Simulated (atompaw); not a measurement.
**iridium (Ir): one change to a PAW (atompaw) potential, before and after**

```json
{"Element": "Ir (Z = 77)", "Generator": "atompaw 4.2.0.5", "Type": "PAW", "Functional": "PBE", "Relativity": "scalar-relativistic", "Frozen core": "[Kr] 4d10 4f14", "Valence charge": "17", "Reference configuration": "5s2 5p6 5d7 6s2 6p0", "Partial waves": "5s (bound): rc 1.65 bohr; 6s (bound): rc 2.30 bohr; 5p (bound): rc 1.55 bohr; 6p (bound, empty): rc 2.30 bohr; 5d (bound): rc 2.30 bohr; 5d channel at -0.2 Ry: rc 2.30 bohr; 5f channel at 0.05 Ry: rc 2.30 bohr; 5f channel at 0.45 Ry: rc 2.30 bohr", "Local potential": "bessel scheme, radius 1.95 bohr", "Core correction": "smooth core density matched at 1.30 bohr", "Augmentation charge": "sinc compensation charge, radius 1.85 bohr; PAW radius 2.30 bohr; waves and projectors: custom rrkj gramschmidtortho"}
```

Change: wave 5s (bound): rc 1.65 bohr becomes 5s (bound): rc 1.70 bohr.

Cutoffs: the cutoffs (Ry, on a coarse ladder) from which the occupation-weighted sum of valence levels, in a spherical-Bessel basis at the reference potential, stays within 10 and 1 mRy of its value at 400 Ry; they do not see the model core or the augmentation charge, which bear on the density cutoff.

Problem. What does the change do?

Solution. The potential gets softer (35 Ry and 70 Ry → 35 Ry and 60 Ry); neither file shows a bound ghost.

| quantity | base | changed |
| --- | --- | --- |
| cutoff, loose | 35 Ry | 35 Ry |
| cutoff, tight | 70 Ry | 60 Ry |
| bound ghosts | none | none |
| s: phases at 2.31 bohr within 0.05 rad from the reference energy up to (Ry; the scan ends near 5) | 4.2 | 4.6 |
| p: phases at 2.31 bohr within 0.05 rad from the reference energy up to (Ry; the scan ends near 5) | to the end of the scan | to the end of the scan |
| d: phases at 2.31 bohr within 0.05 rad from the reference energy up to (Ry; the scan ends near 5) | to the end of the scan | to the end of the scan |
| f: phases at 2.31 bohr within 0.05 rad from the reference energy up to (Ry; the scan ends near 5) | to the end of the scan | to the end of the scan |
| lowest overlap eigenvalue by channel | s 0.39, p 0.49, d 0.99, f 0.98 | s 0.41, p 0.49, d 0.99, f 0.98 |

 The cutoffs see the waves, projectors and local potential, not the compensation charge or the core.
